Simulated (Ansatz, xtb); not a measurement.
## C5H6F2Se: which of two isomers lies lower

Structure a is `FC(F)[C@@H]1C=C[Se]C1`, a singlet and structure b is `FC(F)C1=CCC[Se]1`, a singlet. Both are isolated molecules in the gas phase, relaxed with r2SCAN-D4/def2-SVP; each stands in its lowest conformer found.

Quicker runs give these differences E(b) − E(a): GFN2-xTB +1.2 kcal/mol; HF/STO-3G +0.2 kcal/mol (at GFN2-xTB geometries); r2SCAN-D4/def2-SVP//GFN2-xTB +2.3 kcal/mol.

Task: Estimate E(b) − E(a) at the level CCSD(T)/def2-SVP + ΔMP2/def2-TZVPP.

Result: Calculated at CCSD(T)/def2-SVP + ΔMP2/def2-TZVPP: E(b) − E(a) = +2.2 kcal/mol, so structure a lies lower.

The same difference at several levels:

| level | geometry | E(b) − E(a) (kcal/mol) | departure from the last row (kcal/mol) | job, with rough time for the two |
| --- | --- | --- | --- | --- |
| GFN2-xTB | GFN2-xTB | +1.2 | −1.0 | optimisation, 0.36 s |
| HF/STO-3G | GFN2-xTB | +0.2 | −2.1 | single point, 0.86 s |
| r2SCAN-D4/def2-SVP//GFN2-xTB | GFN2-xTB | +2.3 | +0.1 | single point, 3.6 s |
| r2SCAN-D4/def2-SVP | r2SCAN-D4/def2-SVP | +1.8 | −0.5 | optimisation, 37 s |
| HF/def2-SVP | r2SCAN-D4/def2-SVP | +1.4 | −0.9 | part of the CCSD(T) run |
| MP2/def2-SVP | r2SCAN-D4/def2-SVP | +2.2 | −0.1 | part of the CCSD(T) run |
| CCSD(T)/def2-SVP | r2SCAN-D4/def2-SVP | +2.2 | −0.1 | single point |
| CCSD(T)/def2-SVP + ΔMP2/def2-TZVPP | r2SCAN-D4/def2-SVP | +2.2 |  | single point, 1.9 min |

As drawn, both hold the same kinds of bond in the same numbers.

HF/STO-3G finds them nearly level. The largest departure from CCSD(T)/def2-SVP + ΔMP2/def2-TZVPP is that of HF/STO-3G, 2.1 kcal/mol. The last row adds to CCSD(T) the change of the MP2 difference between the two basis sets, here +0.1 kcal/mol.

With thermal terms from frequencies at re-optimised GFN2-xTB minima (ideal gas, soft modes damped towards free rotors, one conformer each, 298.15 K, 1 atm): the zero-point term adds −0.1 kcal/mol; ΔH is +2.5 and ΔG +1.7 kcal/mol.

The correlated steps freeze 16 core orbitals; the filled d shell of Se is correlated, in a basis made for valence electrons. Mirror images aren't counted in ΔG. Run with Ansatz 0.2.0, xtb 6.7.1; the last row on 4 threads of Intel(R) Xeon(R) Platinum 8488C (Sapphire Rapids) on a shared host.
